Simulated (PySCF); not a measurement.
H2O5Os, multiplicity 1. Atoms are numbered in the order given.

```xyz
8

Os     0.0000     0.0000    -0.0284
O     -1.6045    -0.1730     0.5792
O      1.6045     0.1730     0.5792
O      0.0000     0.0000    -1.7292
O      0.2424    -1.8767     0.3620
H     -0.6066    -2.3383     0.4655
O     -0.2424     1.8767     0.3620
H      0.6066     2.3383     0.4655
```
Charge 0, spin multiplicity 1.

Geometry optimised at B3LYP-D3(BJ)/def2-SVP. The multiplicity is an assumed one; other spin states were not compared. The def2 effective core potentials stand for the cores of Os; spin–orbit coupling is left out. Other conformers were not sampled.

Level of theory: B3LYP-D3(BJ)/def2-SVP in PySCF.

Frequencies are harmonic and unscaled.

Computed harmonic wavenumbers and intensities:
```json
[
 {"mode": "1", "ν (cm⁻¹)": "101", "IR (km/mol)": "1.1", "moving atoms (share of kinetic energy)": "O 90 %"},
 {"mode": "2", "ν (cm⁻¹)": "260", "IR (km/mol)": "33.9", "moving atoms (share of kinetic energy)": "O 84 %, Os 14 %"},
 {"mode": "3", "ν (cm⁻¹)": "280", "IR (km/mol)": "35.6", "moving atoms (share of kinetic energy)": "O 84 %, H 13 %"},
 {"mode": "4", "ν (cm⁻¹)": "305", "IR (km/mol)": "7.4", "moving atoms (share of kinetic energy)": "O 92 %"},
 {"mode": "5", "ν (cm⁻¹)": "321", "IR (km/mol)": "0.7", "moving atoms (share of kinetic energy)": "O 78 %, Os 17 %"},
 {"mode": "6", "ν (cm⁻¹)": "335", "IR (km/mol)": "6.2", "moving atoms (share of kinetic energy)": "O 83 %, Os 14 %"},
 {"mode": "7", "ν (cm⁻¹)": "392", "IR (km/mol)": "23.2", "moving atoms (share of kinetic energy)": "O 85 %, H 15 %"},
 {"mode": "8", "ν (cm⁻¹)": "509", "IR (km/mol)": "5.1", "moving atoms (share of kinetic energy)": "H 83 %, O 17 %"},
 {"mode": "9", "ν (cm⁻¹)": "545", "IR (km/mol)": "193.5", "moving atoms (share of kinetic energy)": "H 79 %, O 21 %"},
 {"mode": "10", "ν (cm⁻¹)": "637", "IR (km/mol)": "2.8", "moving atoms (share of kinetic energy)": "O 97 %"},
 {"mode": "11", "ν (cm⁻¹)": "655", "IR (km/mol)": "150.2", "moving atoms (share of kinetic energy)": "O 86 %, Os 11 %"},
 {"mode": "12", "ν (cm⁻¹)": "937", "IR (km/mol)": "153.0", "moving atoms (share of kinetic energy)": "O 74 %, H 17 %, Os 9 %"},
 {"mode": "13", "ν (cm⁻¹)": "945", "IR (km/mol)": "50.6", "moving atoms (share of kinetic energy)": "O 93 %"},
 {"mode": "14", "ν (cm⁻¹)": "970", "IR (km/mol)": "9.7", "moving atoms (share of kinetic energy)": "H 81 %, O 19 %"},
 {"mode": "15", "ν (cm⁻¹)": "989", "IR (km/mol)": "201.8", "moving atoms (share of kinetic energy)": "H 71 %, O 24 %"},
 {"mode": "16", "ν (cm⁻¹)": "995", "IR (km/mol)": "47.1", "moving atoms (share of kinetic energy)": "O 86 %, H 9 %"},
 {"mode": "17", "ν (cm⁻¹)": "3766", "IR (km/mol)": "252.1", "moving atoms (share of kinetic energy)": "H 94 %"},
 {"mode": "18", "ν (cm⁻¹)": "3770", "IR (km/mol)": "10.6", "moving atoms (share of kinetic energy)": "H 94 %"}
]
```
